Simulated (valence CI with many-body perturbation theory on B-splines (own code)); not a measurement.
E1 transitions of W60+

Method: valence CI with perturbative core correlation (CI+MBPT): four valence electrons over a frozen Dirac-Fock core [Ne], radial functions for each j: 11 s, 11 p, 10 d, 8 f, 5 g, 2 h, with the one-electron correlation potential Σ1, the two-electron term Σ2, the three-electron term Σ3, Breit, model QED; selected CI, second order for the rest, scaled by the run's own slope (own B-spline code, finite nucleus).

The last digits are not significant, and no measured levels were compared; by estimate large intervals hold to a few tenths of a per cent, small ones and those within an open d or f shell to about a per cent. Among the levels kept, up to 580 cm⁻¹ of a level comes from second order outside the variational space, and about a tenth of that is noise between levels of different J, which matters for small intervals.

Lines 151 to 200 of 565 in falling wavelength, among levels below 13994 × 10³ cm⁻¹, chosen from the strongest by gf and those to the six lowest levels. Wavelengths and rates use the calculated energies. Electric multipoles are in the length gauge, E1 and E2 with the static RPA response of the core. Weak lines are less certain than strong ones. Lines between different terms over intervals too small for the method are left out, as are lines whose strength nearly cancels. The highest levels of a list are the least certain.

Levels are named by their leading jj configuration (3d3/2^4 stands for four electrons in 3d with j = 3/2), which in mixed levels can hold well under half, so a name can repeat and another be missing. Letters in brackets count levels of one name in rising energy.

| λ vac (nm) | Upper | Lower | A (s⁻¹) | S (a.u.) |
| --- | --- | --- | --- | --- |
| 3.882 | (3p1/2^2 3p3/2 3d5/2) J=3 | (3s 3p1/2 3p3/2 3d3/2) J=2 [b] | 2.72e+11 | 5.50e-02 |
| 3.873 | (3s 3p1/2 3p3/2 3d5/2) J=2 [d] | (3s 3p1/2 3p3/2^2) J=1 [b] | 3.65e+11 | 5.23e-02 |
| 3.873 | (3s 3p1/2^2 3d5/2) J=3 | (3s 3p1/2^2 3p3/2) J=2 | 2.05e+11 | 4.12e-02 |
| 3.871 | (3s 3p1/2 3d3/2 3d5/2) J=4 [c] | (3s 3p1/2 3p3/2 3d3/2) J=3 [c] | 8.22e+10 | 2.12e-02 |
| 3.871 | (3p1/2^2 3d3/2 3d5/2) J=3 | (3p1/2^2 3p3/2 3d3/2) J=2 | 1.39e+11 | 2.79e-02 |
| 3.868 | (3s 3p1/2 3d5/2^2) J=0 | (3s 3p1/2 3p3/2 3d5/2) J=1 [b] | 3.49e+11 | 9.96e-03 |
| 3.867 | (3s 3p3/2^2 3d5/2) J=3 [b] | (3s 3p3/2^3) J=2 | 5.79e+10 | 1.16e-02 |
| 3.867 | (3s^2 3p3/2 3d5/2) J=1 | (3s^2 3p3/2^2) J=0 | 3.35e+11 | 2.87e-02 |
| 3.866 | (3s^2 3d3/2 3d5/2) J=2 | (3s^2 3p3/2 3d3/2) J=1 | 2.06e+11 | 2.94e-02 |
| 3.863 | (3s^2 3p1/2 3d5/2) J=2 | (3s^2 3p1/2 3p3/2) J=1 | 2.92e+11 | 4.15e-02 |
| 3.859 | (3s 3p1/2 3p3/2 3d5/2) J=1 [c] | (3s 3p1/2 3p3/2^2) J=1 [a] | 2.77e+11 | 2.36e-02 |
| 3.858 | (3s 3p1/2 3d3/2 3d5/2) J=4 [a] | (3s 3p1/2 3p3/2 3d3/2) J=3 [a] | 2.19e+11 | 5.58e-02 |
| 3.858 | (3s^2 3d3/2 3d5/2) J=2 | (3s^2 3p3/2 3d3/2) J=2 | 1.21e+11 | 1.72e-02 |
| 3.846 | (3s 3p1/2 3d5/2^2) J=2 [a] | (3s 3p1/2 3p3/2 3d5/2) J=3 [a] | 8.64e+10 | 1.21e-02 |
| 3.841 | (3s 3p1/2 3p3/2 3d5/2) J=3 [d] | (3s 3p1/2 3p3/2^2) J=2 [b] | 3.93e+11 | 7.69e-02 |
| 3.838 | (3s 3p1/2 3p3/2 3d5/2) J=3 [a] | (3s 3p1/2 3p3/2^2) J=2 [a] | 3.08e+11 | 6.02e-02 |
| 3.836 | (3s 3p1/2 3d5/2^2) J=3 [a] | (3s 3p1/2 3p3/2 3d5/2) J=4 [b] | 6.27e+10 | 1.22e-02 |
| 3.833 | (3s 3p1/2 3d3/2 3d5/2) J=2 [c] | (3s 3p1/2 3p3/2 3d3/2) J=1 [b] | 1.96e+11 | 2.73e-02 |
| 3.832 | (3s 3p1/2 3d5/2^2) J=1 [b] | (3s 3p1/2 3p3/2 3d5/2) J=2 [c] | 1.81e+11 | 1.51e-02 |
| 3.830 | (3s^2 3d3/2 3d5/2) J=1 | (3s^2 3p3/2 3d3/2) J=0 | 1.65e+11 | 1.37e-02 |
| 3.829 | (3s 3p1/2 3p3/2 3d5/2) J=2 [c] | (3s 3p1/2 3p3/2^2) J=1 [a] | 3.12e+11 | 4.32e-02 |
| 3.827 | (3s 3p1/2 3p3/2 3d5/2) J=2 [c] | (3s 3p1/2 3p3/2^2) J=2 [b] | 1.28e+11 | 1.77e-02 |
| 3.827 | (3s 3p1/2 3p3/2 3d5/2) J=1 [b] | (3s 3p1/2 3p3/2^2) J=0 | 1.92e+11 | 1.59e-02 |
| 3.825 | (3s 3p1/2 3d3/2 3d5/2) J=3 [a] | (3s 3p1/2 3p3/2 3d3/2) J=2 [a] | 3.01e+11 | 5.82e-02 |
| 3.825 | (3s 3p3/2^2 3d5/2) J=2 [a] | (3s 3p3/2^3) J=2 | 4.40e+11 | 6.07e-02 |
| 3.820 | (3s 3p1/2 3d3/2 3d5/2) J=5 | (3s 3p1/2 3p3/2 3d3/2) J=4 | 2.57e+11 | 7.79e-02 |
| 3.819 | (3s 3p1/2 3d5/2^2) J=2 [b] | (3s^2 3d3/2^2) J=2 | 8.32e+10 | 1.14e-02 |
| 3.818 | (3p1/2^2 3d3/2 3d5/2) J=1 | (3p1/2^2 3p3/2 3d3/2) J=0 | 1.07e+11 | 8.81e-03 |
| 3.816 | (3s^2 3d3/2 3d5/2) J=1 | (3s^2 3p3/2 3d3/2) J=1 | 1.56e+11 | 1.28e-02 |
| 3.816 | (3p1/2^2 3d5/2^2) J=0 | (3p1/2^2 3p3/2 3d5/2) J=1 | 3.73e+11 | 1.02e-02 |
| 3.815 | (3s^2 3d3/2 3d5/2) J=4 | (3s^2 3p3/2 3d3/2) J=3 | 3.45e+11 | 8.51e-02 |
| 3.806 | (3s 3p1/2 3d3/2 3d5/2) J=1 [a] | (3s 3p1/2 3p3/2 3d3/2) J=1 [a] | 1.26e+11 | 1.03e-02 |
| 3.802 | (3s 3p1/2 3d5/2^2) J=1 [b] | (3s 3p1/2 3p3/2 3d5/2) J=1 [c] | 1.08e+11 | 8.81e-03 |
| 3.799 | (3p1/2^2 3d3/2 3d5/2) J=2 | (3s 3p3/2^3) J=1 | 3.36e+11 | 4.54e-02 |
| 3.798 | (3s 3p1/2 3d5/2^2) J=3 [a] | (3s 3p1/2 3p3/2 3d5/2) J=3 [b] | 2.19e+11 | 4.14e-02 |
| 3.796 | (3p1/2^2 3d5/2^2) J=4 | (3p1/2^2 3p3/2 3d5/2) J=4 | 8.76e+10 | 2.13e-02 |
| 3.790 | (3s 3p1/2 3d3/2 3d5/2) J=4 [b] | (3s 3p1/2 3p3/2 3d3/2) J=4 | 4.23e+10 | 1.02e-02 |
| 3.779 | (3s^2 3d5/2^2) J=0 | (3s^2 3p3/2 3d5/2) J=1 | 7.44e+11 | 1.98e-02 |
| 3.779 | (3s 3p1/2 3d3/2 3d5/2) J=2 [a] | (3s 3p1/2 3p3/2 3d3/2) J=1 [a] | 1.81e+11 | 2.41e-02 |
| 3.774 | (3s 3p1/2 3d3/2 3d5/2) J=1 [a] | (3s 3p1/2 3p3/2 3d3/2) J=0 [a] | 1.80e+11 | 1.43e-02 |
| 3.764 | (3s 3p3/2^2 3d5/2) J=2 [c] | (3s 3p3/2^3) J=1 | 3.70e+11 | 4.87e-02 |
| 3.762 | (3s 3p1/2 3d3/2 3d5/2) J=4 [c] | (3s 3p1/2 3p3/2 3d3/2) J=3 [b] | 2.32e+11 | 5.50e-02 |
| 3.757 | (3p1/2^2 3d5/2^2) J=2 | (3p1/2^2 3p3/2 3d5/2) J=2 | 2.41e+11 | 3.15e-02 |
| 3.747 | (3s^2 3p3/2 3d5/2) J=3 | (3s^2 3p3/2^2) J=2 | 6.32e+11 | 1.15e-01 |
| 3.732 | (3s 3p1/2 3d5/2^2) J=5 | (3s 3p1/2 3p3/2 3d5/2) J=5 | 1.38e+11 | 3.89e-02 |
| 3.732 | (3s 3p1/2 3d5/2^2) J=2 [a] | (3s 3p1/2 3p3/2 3d5/2) J=2 [a] | 3.95e+11 | 5.06e-02 |
| 3.724 | (3s 3p1/2 3p3/2 3d5/2) J=4 [c] | (3s 3p1/2 3p3/2^2) J=3 | 2.26e+11 | 5.18e-02 |
| 3.717 | (3s 3p1/2 3p3/2 3d5/2) J=3 [b] | (3s 3p1/2 3p3/2^2) J=2 [a] | 1.25e+11 | 2.22e-02 |
| 3.711 | (3s 3p1/2^2 3d5/2) J=2 | (3s 3p1/2^2 3p3/2) J=2 | 5.05e+10 | 6.37e-03 |
| 3.709 | (3s^2 3d5/2^2) J=4 | (3s^2 3p3/2 3d5/2) J=4 | 1.64e+11 | 3.71e-02 |
